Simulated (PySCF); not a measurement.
**Radial density of Xe³⁺ (xenon, charge +3)**

r2SCAN0, [Kr] 4d10 5s2 5p3, high-spin 4S determinant. Calculation: PySCF 2.14, in x2c-QZVPPall with one added diffuse shell each of s, p, d, f type (14s10p8d5f1g, 128 functions); the spin-free X2C one-electron Hamiltonian (Gaussian nucleus).

```tsv
r (bohr)	4πr²ρ (e/bohr)	4πr²(ρα − ρβ)
0.0283	63.82	0.0433
0.0476	67.09	0.0977
0.0801	91.23	0.0628
0.135	68.04	0.0077
0.227	76.80	0.2094
0.381	37.75	0.0200
0.641	29.60	0.4523
1.08	13.32	0.2003
1.81	4.156	2.1081
3.05	0.5781	0.4425
5.13	0.003187	0.0027
```

Densities and radii are taken from the X2C orbitals without a picture-change correction, which distorts them close to the nucleus.
